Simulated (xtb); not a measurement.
CaF, charge +1, singlet, at a GFN2-xTB geometry (such geometries of metal compounds can be far from the true shape); GFN2-xTB with ALPB(toluene) run with xtb.

Here is a job for xtb.
```
$ xtb mol.xyz --gfn 2 --chrg 1 --alpb toluene --json

# file mol.xyz
2

Ca    -0.00000000    -0.00000000    -0.61305209
F      0.00000000     0.00000000     1.36233797
```

The log (banner, timings and long lists left out):

```
   ID    Z sym.   atoms
    1   20 Ca     1
    2    9 F      2

           -------------------------------------------------
          |                Calculation Setup                |
           -------------------------------------------------

           -------------------------------------------------
          |                 G F N 2 - x T B                 |
           -------------------------------------------------

      * Solvation model:               ALPB
        Solvent                        toluene
        Parameter file                 internal GFN2-xTB/ALPB
        Dielectric constant                7.0000E+00
        Reference state                gsolv [1 M gas/solution]
        Free energy shift                  2.2081E-03 Eh       1.3856E+00 kcal/mol
        Temperature                        2.9815E+02 K
        Density                            8.6700E-01 kg/L
        Solvent mass                       7.8110E+01 g/mol
        Interaction kernel             P16
        Born radius scaling (c1)           1.7172E+00
        Born radii integrator          GBOBC
        Born offset                        0.0000E+00 a0       0.0000E+00 AA
        H-bond correction              false
        Ion screening                  false
        Surface tension                    1.0000E-05 Eh       1.5569E+01 dyn/cm
        Grid points                               230 per atom

          ...................................................
          :                      SETUP                      :
          :.................................................:
          :  # basis functions                  14          :
          :  # atomic orbitals                  13          :
          :  # shells                            5          :
          :  # electrons                         8          :
          :  max. iterations                   250          :
          :  Hamiltonian                  GFN2-xTB          :
          :  restarted?                      false          :
          :  GBSA solvation                   true          :
          :  PC potential                    false          :
          :  electronic temp.          300.0000000     K    :
          :  accuracy                    1.0000000          :
          :  -> integral cutoff          0.2500000E+02      :
          :  -> integral neglect         0.1000000E-07      :
          :  -> SCF convergence          0.1000000E-05 Eh   :
          :  -> wf. convergence          0.1000000E-03 e    :
          :  Broyden damping             0.4000000          :
          :  net charge                          1          :
          :  unpaired electrons                  0          :
          ...................................................

 iter      E             dE          RMSdq      gap      omega  full diag
   1      4.0321474  0.403215E+01  0.116E+02    2.13       0.0  T
   2     -4.2075860 -0.823973E+01  0.432E+01   35.55       1.0  T
   3     -4.3207205 -0.113134E+00  0.385E+01   17.29       1.0  T
   4     -4.4480835 -0.127363E+00  0.372E+01    7.67       1.0  T
   5     -4.4251329  0.229506E-01  0.347E+01    8.86       1.0  T
   6      6.8288430  0.112540E+02  0.191E+02    3.61       1.0  T
   7      5.8812047 -0.947638E+00  0.179E+02    2.87       1.0  T
   8     -2.5920476 -0.847325E+01  0.264E+01    0.66       1.0  T
   9     -4.6137564 -0.202171E+01  0.622E+01    0.76       1.0  T
  10     -4.4198190  0.193937E+00  0.991E+01    8.36       1.0  T
  11     -4.4326658 -0.128468E-01  0.472E+01    8.20       1.0  T
  12     -4.7197667 -0.287101E+00  0.253E+01    2.11       1.0  T
  13     -4.1854835  0.534283E+00  0.231E+01    0.48       1.0  T
  14     -4.1959231 -0.104396E-01  0.239E+01    0.49       1.0  T
  15     -4.3987454 -0.202822E+00  0.224E+01    0.62       1.0  T
  16     -4.4041043 -0.535885E-02  0.219E+01    0.62       1.0  T
  17     -4.4961282 -0.920239E-01  0.209E+01    0.70       1.0  T
[...]
         :: total energy              -4.787431343404 Eh    ::
[...]
         :: -> anisotropic ES          0.001097873449 Eh    ::
         :: -> anisotropic XC         -0.001448633058 Eh    ::
         :: -> dispersion             -0.000414560086 Eh    ::
         :: -> Gsolv                  -0.074905574636 Eh    ::
         ::    -> Gelec               -0.067592202239 Eh    ::
         ::    -> Gsasa               -0.009521515536 Eh    ::
         ::    -> Ghb                  0.000000000000 Eh    ::
         ::    -> Gshift               0.002208143139 Eh    ::
         :: repulsion energy           0.002605878571 Eh    ::
         :: add. restraining           0.000000000000 Eh    ::
         :: total charge               1.000000000001 e     ::
         :::::::::::::::::::::::::::::::::::::::::::::::::::::

           -------------------------------------------------
          |                Property Printout                |
           -------------------------------------------------

    * Orbital Energies and Occupations

         #    Occupation            Energy/Eh            Energy/eV
      -------------------------------------------------------------
         1        2.0000           -0.9589021             -26.0931
         2        2.0000           -0.6636242             -18.0581
         3        2.0000           -0.6478000             -17.6275
         4        2.0000           -0.6478000             -17.6275 (HOMO)
         5                         -0.5901449             -16.0587 (LUMO)
         6                         -0.3938718             -10.7178
         7                         -0.3938718             -10.7178
         8                         -0.2777515              -7.5580
         9                         -0.1075064              -2.9254
        10                         -0.1075064              -2.9254
        11                         -0.0845353              -2.3003
        12                         -0.0845353              -2.3003
        13                          0.1779392               4.8420
      -------------------------------------------------------------
                  HL-Gap            0.0576551 Eh            1.5689 eV
             Fermi-level           -0.6186525 Eh          -16.8344 eV

     #   Z          covCN         q      C6AA      α(0)
     1  20 Ca       0.606     0.975  1310.529   143.164
     2   9 F        0.606     0.025     9.186     3.575

 Mol. C6AA /au·bohr⁶  :       1448.383487
 Mol. C8AA /au·bohr⁸  :     203547.623029
 Mol. α(0) /au        :        146.738736

Wiberg/Mayer (AO) data.
largest (>0.10) Wiberg bond orders for each atom

 ---------------------------------------------------------------------------
     #   Z sym  total        # sym  WBO       # sym  WBO       # sym  WBO
 ---------------------------------------------------------------------------
     1  20 Ca   1.533 --     2 F    1.533
     2   9 F    1.533 --     1 Ca   1.533
 ---------------------------------------------------------------------------

Topologies differ in total number of bonds
Writing topology from bond orders to xtbtopo.mol

molecular dipole:
                 x           y           z       tot (Debye)
 q only:        0.000       0.000      -1.063
   full:        0.000      -0.000      -1.920       4.881
molecular quadrupole (traceless):
                xx          xy          yy          xz          yz          zz
 q only:       -0.738       0.000      -0.738       0.000       0.000       1.477
  q+dip:       -1.247       0.000      -1.247      -0.000       0.000       2.495
   full:        0.182      -0.000       0.182      -0.000       0.000      -0.365

           -------------------------------------------------
          | TOTAL ENERGY               -4.787431343404 Eh   |
          | GRADIENT NORM               0.000261522918 Eh/α |
          | HOMO-LUMO GAP               1.568876424929 eV   |
           -------------------------------------------------

normal termination of xtb
```
